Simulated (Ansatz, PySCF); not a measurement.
B(H) cation (BH), SMILES [BH] (connectivity only; charge and spin as stated), charge +1, multiplicity 2. Atoms are numbered in the order given.

```xyz
2

B      0.0000     0.0000    -0.2040
H      0.0000     0.0000     1.0003
```
Charge +1, spin multiplicity 2.

Geometry optimised at B3LYP-D3(BJ)/def2-TZVPD. The multiplicity is an assumed one; other spin states were not compared.

Two levels are set side by side: PBE-D3(BJ)/def2-TZVPD (Ansatz, a first-principles code) and B3LYP-D3(BJ)/def2-TZVPD (Ansatz). Each level has its own optimised geometry; the coordinates shown are those of the second. Frequencies come from the Hessian of PySCF at each geometry. Differences are taken from unrounded values.

```csv
quantity,B3LYP-D3(BJ)
bond B1–H2 (Å),1.204
highest harmonic wavenumber (cm⁻¹),2537
mean harmonic wavenumber (cm⁻¹),2537
zero-point energy (kcal/mol),3.63
```

Question: What does PBE-D3(BJ) give, and how far is it from B3LYP-D3(BJ)? (Estimate from the structure and the level; the computed values follow.)

Answer: 
```tsv
quantity	PBE-D3(BJ)	PBE-D3(BJ) minus B3LYP-D3(BJ)
bond B1–H2 (Å)	1.219	0.014
highest harmonic wavenumber (cm⁻¹)	2453	-84
mean harmonic wavenumber (cm⁻¹)	2453	-84
zero-point energy (kcal/mol)	3.51	-0.12
```
